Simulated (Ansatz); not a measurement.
Cost and result for the atomization energy of `F[SiH2]N[SiH3]` (10 atoms, 9 bonds).

```xyz
10

F     0.3599    1.2325   -2.2116
Si    1.0611    0.6905   -0.8776
N     0.1948   -0.5901   -0.1564
Si   -1.0999   -0.4948    0.9921
H     2.3985    0.2060   -1.2873
H     1.1044    1.8284    0.0651
H     0.3987   -1.5123   -0.5172
H    -0.8097   -1.3272    2.1896
H    -2.3893   -0.9637    0.4181
H    -1.2185    0.9308    1.3852
```

Charge 0, multiplicity 1. Geometry: relaxed with PBE0-D4/def2-TZVP. It is one conformer, not always the lowest. Program: Ansatz. All runs use 2 threads of a server CPU on a shared host. Times are those of one run each, without the atoms' runs, and a repeat can differ threefold. Electronic energies, without spin–orbit coupling; frozen cores. CCSD(T)/CBS adds CCSD(T) − MP2 in def2-TZVPP to the MP2 limit, and its time is that of the two runs behind it. T1 = 0.011. B3LYP takes the VWN-RPA correlation (the form of Gaussian; ORCA's B3LYP/G).

CCSD(T)/CBS is a level of theory with its own doubt, some kJ/mol a heavy atom from the limit and from the frozen cores, so smaller differences don't rank the functionals.

```json
{"level": "PBE-D4/def2-TZVPP (with forces)", "functions": "230", "wall time": "3.7 s"}
{"level": "PBE0-D4/def2-TZVPP", "functions": "230", "wall time": "4.3 s"}
{"level": "r2SCAN-D4/def2-TZVPP (with forces)", "functions": "230", "wall time": "7.5 s"}
{"level": "B3LYP-D4/def2-TZVPP (with forces)", "functions": "230", "wall time": "7.5 s"}
{"level": "B2PLYP/def2-TZVPP", "functions": "230", "wall time": "8 s"}
{"level": "ωB97X-V/def2-TZVPP", "functions": "230", "wall time": "11 s"}
{"level": "ωB97M-V/def2-TZVPP (with forces)", "functions": "230", "wall time": "18 s"}
{"level": "MP2/def2-QZVPP", "functions": "434", "wall time": "43 s"}
{"level": "CCSD(T)/def2-TZVPP", "functions": "230", "wall time": "2.4 min"}
{"level": "CCSD(T)/CBS(def2)", "functions": "–", "wall time": "3.1 min"}
```

(1) What atomization energy does each give, and how far from CCSD(T)/CBS? (Best estimate.)

## Answers

(1) Computed: 
```tsv
level	atomization (kJ/mol)	difference from CCSD(T)/CBS	per bond
PBE-D4/def2-TZVPP (with forces)	3345.3	-35.4	-3.9
PBE0-D4/def2-TZVPP	3310.6	-70.1	-7.8
r2SCAN-D4/def2-TZVPP (with forces)	3347.6	-33.1	-3.7
B3LYP-D4/def2-TZVPP (with forces)	3365.9	-14.8	-1.6
B2PLYP/def2-TZVPP	3330.1	-50.6	-5.6
ωB97X-V/def2-TZVPP	3391.2	10.5	1.2
ωB97M-V/def2-TZVPP (with forces)	3376.8	-3.9	-0.4
MP2/def2-QZVPP	3367.4	-13.3	-1.5
CCSD(T)/def2-TZVPP	3279.2	-101.5	-11.3
CCSD(T)/CBS(def2)	3380.7	0.0	0.0
```

The D4 term adds +31.6 kJ/mol with B3LYP and +16.5 kJ/mol with PBE0; it sums over pairs of atoms, weighted by their polarisabilities, and B3LYP, whose exchange is more repulsive, gets the larger term. From PBE to PBE0 (25 % exact exchange), in def2-TZVPP and without D4, the atomization energy moves by −31.6 kJ/mol: exact exchange takes away binding that semilocal exchange gives to molecules. In def2-TZVPP, CCSD(T) changes the Hartree–Fock value by +780.2 kJ/mol (the triples alone add +35.1 kJ/mol) and MP2 by +806.4 kJ/mol; breaking electron pairs costs correlation energy, which Hartree–Fock lacks.
